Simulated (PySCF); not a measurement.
Molfile (atoms numbered from 1):
```
C7H11PSi
     RDKit          3D

 20 20  0  0  0  0  0  0  0  0999 V2000
   -3.1442   -0.5042   -0.9960 C   0  0  0  0  0  0  0  0  0  0  0  0
   -2.5553    0.5558   -0.0644 C   0  0  0  0  0  0  0  0  0  0  0  0
   -1.0520    0.4862   -0.0775 C   0  0  0  0  0  0  0  0  0  0  0  0
   -0.4075   -0.4010    0.7637 C   0  0  0  0  0  0  0  0  0  0  0  0
    0.9642   -0.5781    0.8190 C   0  0  0  0  0  0  0  0  0  0  0  0
    1.8692    0.1217    0.0260 C   0  0  0  0  0  0  0  0  0  0  0  0
    3.7214   -0.2213    0.1952 Si  0  0  0  0  0  4  0  0  0  0  0  0
    1.4266    1.0533   -0.8989 C   0  0  0  0  0  0  0  0  0  0  0  0
   -0.2132    1.5081   -1.2179 P   0  0  0  0  0  0  0  0  0  0  0  0
   -4.2306   -0.4541   -0.9919 H   0  0  0  0  0  0  0  0  0  0  0  0
   -2.8394   -1.5002   -0.6807 H   0  0  0  0  0  0  0  0  0  0  0  0
   -2.7908   -0.3435   -2.0130 H   0  0  0  0  0  0  0  0  0  0  0  0
   -2.8820    1.5437   -0.3986 H   0  0  0  0  0  0  0  0  0  0  0  0
   -2.9271    0.3954    0.9509 H   0  0  0  0  0  0  0  0  0  0  0  0
   -1.0231   -0.9930    1.4320 H   0  0  0  0  0  0  0  0  0  0  0  0
    1.3549   -1.2995    1.5239 H   0  0  0  0  0  0  0  0  0  0  0  0
    3.9964   -0.6435    1.5702 H   0  0  0  0  0  0  0  0  0  0  0  0
    4.4601    1.0018   -0.1240 H   0  0  0  0  0  0  0  0  0  0  0  0
    4.0970   -1.2886   -0.7365 H   0  0  0  0  0  0  0  0  0  0  0  0
    2.1703    1.5719   -1.4943 H   0  0  0  0  0  0  0  0  0  0  0  0
  1  2  1  0
  2  3  1  0
  3  4  2  0
  4  5  1  0
  5  6  2  0
  6  7  1  0
  6  8  1  0
  8  9  2  0
  9  3  1  0
  1 10  1  0
  1 11  1  0
  1 12  1  0
  2 13  1  0
  2 14  1  0
  4 15  1  0
  5 16  1  0
  7 17  1  0
  7 18  1  0
  7 19  1  0
  8 20  1  0
M  END
```

Computational details: GFN2-xTB geometry, shieldings: GIAO PBE0/pcSseg-1, in PySCF 2.14 (non-relativistic, no solvent model, one computed conformer, equivalent nuclei averaged).

Predict the 2D correlation tables (HSQC, COSY, HMBC).

Results:



HSQC (one-bond C–H):
| δH | δC |
| --- | --- |
| 9.42 (H20) | 174.2 (C8) |
| 7.98 (H16) | 141.3 (C5) |
| 7.97 (H15) | 136.9 (C4) |
| 3.05 (H13/H14) | 38.7 (C2) |
| 1.32 (H10/H11/H12) | 25.8 (C1) |

COSY cross peaks (H two or three bonds apart, from the bond graph; peaks can be absent where the dihedral angle is near 90°):
| δH | δH |
| --- | --- |
| 7.98 (H16) | 7.97 (H15) |
| 3.05 (H13/H14) | 1.32 (H10/H11/H12) |

HMBC (two and three bonds, from the bond graph):
| δH | δC |
| --- | --- |
| 9.42 (H20) | 190.8 (C3), 141.3 (C5), 138.3 (C6) |
| 7.98 (H16) | 190.8 (C3), 174.2 (C8), 138.3 (C6), 136.9 (C4) |
| 7.97 (H15) | 190.8 (C3), 141.3 (C5), 138.3 (C6), 38.7 (C2) |
| 4.62 (H17/H18/H19) | 174.2 (C8), 141.3 (C5), 138.3 (C6) |
| 3.05 (H13/H14) | 190.8 (C3), 136.9 (C4), 25.8 (C1) |
| 1.32 (H10/H11/H12) | 190.8 (C3), 38.7 (C2) |

Shifts are taken against calculated references (same method and geometry level): ¹H and ¹³C vs TMS.

Short H···H contacts in this conformer between protons four or more bonds apart (candidates for NOE cross peaks, intensity ∝ r⁻⁶): H14···H15 2.41 Å, H16···H17 2.72 Å, H18···H20 2.73 Å.

Shifts are as computed. Against solution values, carbons near 30 ppm lie about +3 ppm off and those near 130 ppm about +5 ppm. Of 1211 compounds with measured shifts, 218 miss one by over three times the rms of a fit or turn the order of signals round; such compounds aren't used in these exercises.
